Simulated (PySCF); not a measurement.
Ta(OH)4 (H₄O₄Ta), SMILES [OH][Ta]([OH])([OH])[OH] (connectivity only; charge and spin as stated), neutral, multiplicity 2.

Geometry: r2SCAN-D4/def2-SVP. The multiplicity is an assumed one; other spin states were not compared. The def2 effective core potentials stand for the cores of Ta; spin–orbit coupling is left out. Other conformers were not sampled.

The numbers are results of r2SCAN-D4/def2-SVP run with PySCF 2.14.0, not measurements.

Frequencies are harmonic and unscaled.

Task: List the normal modes with their intensities. (Estimate from the structure and the level; the computed values follow.)

Result: 
```json
[
 {"mode": "1", "ν (cm⁻¹)": "30", "IR (km/mol)": "254.6", "moving atoms (share of kinetic energy)": "H 81 %, O 15 %"},
 {"mode": "2", "ν (cm⁻¹)": "100", "IR (km/mol)": "89.5", "moving atoms (share of kinetic energy)": "H 73 %, O 27 %"},
 {"mode": "3", "ν (cm⁻¹)": "115", "IR (km/mol)": "23.8", "moving atoms (share of kinetic energy)": "H 58 %, O 36 %"},
 {"mode": "4", "ν (cm⁻¹)": "139", "IR (km/mol)": "22.5", "moving atoms (share of kinetic energy)": "O 51 %, H 44 %"},
 {"mode": "5", "ν (cm⁻¹)": "170", "IR (km/mol)": "54.3", "moving atoms (share of kinetic energy)": "O 42 %, H 42 %, Ta 16 %"},
 {"mode": "6", "ν (cm⁻¹)": "188", "IR (km/mol)": "24.5", "moving atoms (share of kinetic energy)": "O 54 %, H 41 %"},
 {"mode": "7", "ν (cm⁻¹)": "244", "IR (km/mol)": "22.7", "moving atoms (share of kinetic energy)": "O 62 %, H 30 %"},
 {"mode": "8", "ν (cm⁻¹)": "267", "IR (km/mol)": "4.0", "moving atoms (share of kinetic energy)": "O 86 %, H 14 %"},
 {"mode": "9", "ν (cm⁻¹)": "329", "IR (km/mol)": "85.9", "moving atoms (share of kinetic energy)": "O 49 %, H 48 %"},
 {"mode": "10", "ν (cm⁻¹)": "465", "IR (km/mol)": "4.2", "moving atoms (share of kinetic energy)": "H 65 %, O 34 %"},
 {"mode": "11", "ν (cm⁻¹)": "479", "IR (km/mol)": "278.1", "moving atoms (share of kinetic energy)": "H 80 %, O 19 %"},
 {"mode": "12", "ν (cm⁻¹)": "482", "IR (km/mol)": "303.7", "moving atoms (share of kinetic energy)": "H 82 %, O 18 %"},
 {"mode": "13", "ν (cm⁻¹)": "519", "IR (km/mol)": "16.3", "moving atoms (share of kinetic energy)": "H 74 %, O 26 %"},
 {"mode": "14", "ν (cm⁻¹)": "677", "IR (km/mol)": "84.1", "moving atoms (share of kinetic energy)": "O 76 %, H 14 %, Ta 10 %"},
 {"mode": "15", "ν (cm⁻¹)": "688", "IR (km/mol)": "141.9", "moving atoms (share of kinetic energy)": "O 72 %, Ta 14 %, H 14 %"},
 {"mode": "16", "ν (cm⁻¹)": "701", "IR (km/mol)": "99.3", "moving atoms (share of kinetic energy)": "O 75 %, H 16 %, Ta 10 %"},
 {"mode": "17", "ν (cm⁻¹)": "720", "IR (km/mol)": "0.5", "moving atoms (share of kinetic energy)": "O 91 %, H 9 %"},
 {"mode": "18", "ν (cm⁻¹)": "3920", "IR (km/mol)": "208.8", "moving atoms (share of kinetic energy)": "H 94 %"},
 {"mode": "19", "ν (cm⁻¹)": "3923", "IR (km/mol)": "235.4", "moving atoms (share of kinetic energy)": "H 94 %"},
 {"mode": "20", "ν (cm⁻¹)": "3930", "IR (km/mol)": "362.3", "moving atoms (share of kinetic energy)": "H 94 %"},
 {"mode": "21", "ν (cm⁻¹)": "3934", "IR (km/mol)": "18.4", "moving atoms (share of kinetic energy)": "H 94 %"}
]
```
